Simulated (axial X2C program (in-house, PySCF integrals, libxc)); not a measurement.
# IRuI⁺: the levels of the configuration d5 s0 p(π)0

Computed with an axial X2C code built on PySCF integrals: two-component X2C with atomic mean-field Coulomb and Gaunt terms, basis I dyall-v3z, Ru dyall-v3z (cores contracted in-house). Orbitals come from Hartree–Fock averaged over the configuration Ru d5 s0 p(π)0; CI then distributes these electrons over the d, s, p(π) shells of Ru.

I–Ru–I held linear, both bonds 2.545 Å (near the minimum of the configuration average).

Lowest levels of this model:

| Ω | energy (cm⁻¹) | g∥ | configuration |
| --- | --- | --- | --- |
| 1/2 | 0 | 1.99 | 100% d5 |
| 3/2 | 66 | 5.97 | 100% d5 |
| 5/2 | 175 | 9.95 | 100% d5 |
| 5/2 | 12921 | 6.21 | 100% d5 |
| 7/2 | 12978 | 9.96 | 100% d5 |
| 3/2 | 13376 | 2.13 | 100% d5 |
| 1/2 | 13689 | 1.90 | 100% d5 |
| 3/2 | 14619 | 5.37 | 100% d5 |
| 1/2 | 15162 | 1.59 | 100% d5 |
| 5/2 | 15174 | 7.10 | 100% d5 |
| 3/2 | 15401 | 1.61 | 100% d5 |
| 5/2 | 15475 | 5.65 | 100% d5 |
| 7/2 | 15607 | 8.63 | 100% d5 |
| 1/2 | 15732 | 1.18 | 100% d5 |
| 9/2 | 16252 | 11.88 | 100% d5 |
| 7/2 | 18004 | 9.29 | 100% d5 |
| 9/2 | 20308 | 10.06 | 100% d5 |
| 7/2 | 20502 | 6.10 | 100% d5 |
| 11/2 | 22059 | 13.96 | 100% d5 |
| 9/2 | 22222 | 10.03 | 100% d5 |

g∥ is the magnitude of 2⟨Lz + ge Sz⟩ for the +Ω component.

Q: From Ω and g∥ of the lowest level, whose 2⟨Lz + ge Sz⟩ is positive, find ⟨Sz⟩ and ⟨Lz⟩ (ge = 2.0023).

A: Ω = ⟨Lz⟩ + ⟨Sz⟩ = 1/2 and ⟨Lz⟩ + ge⟨Sz⟩ = 0.995, so ⟨Sz⟩ = 0.49 and ⟨Lz⟩ = 0.01.

Occupations of the active spinors in the lowest level by ω, shell by shell in order of energy: -5/2: 0.35; -3/2: 0.65 0.29 0.00; -1/2: 0.71 0.40 0.00 0.00; 1/2: 0.51 0.60 0.00 0.00; 3/2: 0.45 0.48 0.00; 5/2: 0.55. The leading determinant has weight 0.16 among 649.

This point took 8 s on 1 thread of Arm Neoverse V1 (shared host).

There is no dynamic correlation: spin–orbit spacings and, for f shells, spacings inside one term are the most reliable numbers, splittings between terms come out too wide, and energies between configurations are not reliable, so the lowest level need not be the ground state of the molecule. For d shells the ligand-field splittings (σ, π, δ) and their order can be off by a thousand cm⁻¹ or more. At most 4 roots were kept for each Ω > 0 (twice that for Ω = 0) within 3.2 eV of the lowest, so higher up levels can be missing between those listed; levels with Ω > 0 are doubly degenerate and listed once, Ω = 0 levels singly. The open spinors mix strongly with ligand orbitals, which this small active space describes poorly. Some active spinors are only partly of the character that their shell is named for, so the shell names and counts are nominal. States that fill the shells left empty in the average are placed too high. The molecule was held linear; bending was not examined.
